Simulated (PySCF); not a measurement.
Substituent chemical shifts

Parent skeleton `[CH2:1]1[CH2:2][SiH2:3][CH2:4]1`; one hydrogen on atom 2 is replaced by X. Hydrogens on one atom are averaged.

Single conformer, relativity neglected, no solvent model. NMR shieldings at PBE0/pcSseg-1/GIAO; structure optimised with GFN2-xTB; PySCF 2.14.0 with density-fitted response routines.

Chemical shifts δ = σref − σ; ¹³C, ²⁹Si, ¹H against TMS, all at this level.

Parent (X = H): C1 22.6, C2 10.0, Si3 -30.8, C4 10.0, H(C1) 2.39, H(C2) 1.55, H(Si3) 4.88, H(C4) 1.55 ppm. Effects are Δδ = δ(X) − δ(H), positive for deshielding.

Task: Give Δδ (ppm) for X = cPr, NHCH3, CH2Cl, cPent, SSiH3, SO2CH3, NMe2, 4-pyridyl, 2-furyl.

Result: 
```
        X                      SMILES     C1     C2    Si3    C4  H(C1)  H(C2)  H(Si3)  H(C4)
      cPr     C1C[C@@H](C2CC2)[SiH2]1   +8.5  +25.7   -9.6  -5.0  -0.01  +1.28   -0.42  -0.31
    NHCH3          CN[C@@H]1CC[SiH2]1   +8.9  +47.2   -5.7  -3.4  -0.09  +1.33   -0.28  +0.09
    CH2Cl         ClC[C@@H]1CC[SiH2]1   +5.7  +22.3   -4.0  -1.6  +0.08  +0.55   +0.03  +0.00
    cPent   C1CCC([C@@H]2CC[SiH2]2)C1   +8.0  +28.6   +0.1  -5.4  -0.13  +0.16   -0.19  -0.24
    SSiH3      [SiH3]S[C@H]1CC[SiH2]1  +11.9  +18.2   -1.5  -3.1  +0.20  +1.50   -0.02  -0.19
   SO2CH3  CS(=O)(=O)[C@@H]1CC[SiH2]1   +1.4  +51.0   +1.3  +1.7  -0.02  +1.40   +0.22  +0.29
     NMe2       CN(C)[C@@H]1CC[SiH2]1   +8.8  +51.2   -3.1  -8.4  -0.04  +0.77   -0.20  -0.37
4-pyridyl   c1cc([C@H]2CC[SiH2]2)ccn1   +8.3  +26.2  +13.2  -2.6  +0.33  +1.52   -0.03  +0.19
  2-furyl   c1coc([C@@H]2CC[SiH2]2)c1   +7.6  +19.8   +3.6  -3.8  +0.30  +1.69   +0.08  -0.12
```

Task: Which position responds most, and to which substituents?

Result: C2: from +18.2 ppm with SSiH3 to +51.2 ppm with NMe2.
